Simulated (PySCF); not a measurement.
Frontier orbitals and the lowest excitations

Methylcyanodiacetylene, C6H3N.
Atom-mapped SMILES: `[CH3:1][C:2]#[C:3][C:4]#[C:5][C:6]#[N:7]` (hydrogens: H8, H9, H10 on C1)

Geometry (GFN2-xTB, Å), atoms numbered from 1 in this order:
```xyz
10
C6H3N angstrom
C     -2.0103    0.6029   -1.3483
C     -0.9180    0.2759   -0.4747
C      0.0027    0.0007    0.2610
C      1.0262   -0.3068    1.0809
C      1.9517   -0.5840    1.8221
C      2.9808   -0.8924    2.6450
N      3.8572   -1.1547    3.3449
H     -1.7608    1.4808   -1.9450
H     -2.2155   -0.2332   -2.0175
H     -2.9050    0.8155   -0.7623
```

The calculation used TDDFT wB97X-D/def2-SVPD, vertical, gas phase, core orbitals frozen in the response (PySCF 2.14.0, density-fitted response routines).

Kohn–Sham orbitals with the atoms that hold most of them (Löwdin shares over 4%, at most four atoms):

```
orbital  ε (eV)                           atoms
 LUMO+2    1.81   C1 30%, C2 21%, C3 15%, H8 7%
 LUMO+1   -0.42  C4 19%, C5 18%, N7 16%, C2 16%
   LUMO   -0.42  C4 19%, C5 18%, N7 16%, C2 16%
   HOMO   -9.50  C2 21%, C5 20%, C3 18%, C4 16%
 HOMO-1   -9.50  C2 21%, C5 20%, C3 18%, C4 16%
 HOMO-2  -12.06  C3 22%, N7 21%, C6 16%, C4 15%
 HOMO-3  -12.06  C3 22%, N7 21%, C6 16%, C4 15%
```

Within 0.005 eV of a neighbour in this list lie HOMO-3/HOMO-2, HOMO-1/HOMO and LUMO/LUMO+1 (point group found: C3v); within a degenerate set the shares of single atoms can hang on how the components are chosen.

How does S1 compare with the orbital gap of 9.07 eV?

S1 is at 3.97 eV (f = 0.0000), 5.10 eV below the gap, made of HOMO-1/HOMO→LUMO/LUMO+1 (≥84%). 

Next come S2 at 4.15 eV (f 0.0001), HOMO-1/HOMO→LUMO/LUMO+1 (≥85%); S3 at 4.15 eV (f 0.0001), HOMO-1/HOMO→LUMO/LUMO+1 (≥85%); S4 at 6.32 eV (f 0.0000), HOMO-3/HOMO-2→LUMO/LUMO+1 (≥81%); S5 at 6.60 eV (f 0.0003), HOMO-3/HOMO-2→LUMO/LUMO+1 (≥74%).

Orbitals of the list HOMO-3 to LUMO+2 that lie within 0.01 eV of each other are written together with a slash and their weights summed (≥ marks a lower bound); for degenerate orbitals outside that list single weights are arbitrary.

Löwdin shares depend on the basis, the more so with diffuse functions.

Time: 15 s of wall time. Hardware: an Arm Neoverse V2 with one thread, shared host.
